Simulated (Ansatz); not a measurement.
Computed with Ansatz on PBE0-D4/def2-TZVP structures; ΔE is electronic, products minus reactants. CBS: MP2 limit from def2 TZ/QZ plus the TZ coupled-cluster correction, frozen cores. This one scheme is used for every species. One conformer a species, not always the lowest.

Reaction (formal exchange of groups at the Si–Cl bond): `C[SiH](F)Cl` + `C=N` → `C[SiH](F)C=N` + HCl

```csv
species,CCSD/def2-TZVPP energy (Eh)
`C[SiH](F)Cl`,-889.07058
`C=N`,-94.45887
`C[SiH](F)C=N`,-523.16180
HCl,-460.32332
```

Q: Work out ΔE.

A: ΔE = (-523.16180) + (-460.32332) − (-889.07058) − (-94.45887) = 0.04433 Eh = +116.4 kJ/mol. CCSD(T)/CBS gives +117.3 kJ/mol.

Largest T1 diagnostic among the species: 0.012.

In def2-TZVPP, CCSD(T) changes the Hartree–Fock value by −16.0 kJ/mol (the triples alone add −1.8 kJ/mol) and MP2 by −10.2 kJ/mol. From PBE to PBE0 (25 % exact exchange), in def2-TZVPP and without D4, ΔE moves by +4.7 kJ/mol.
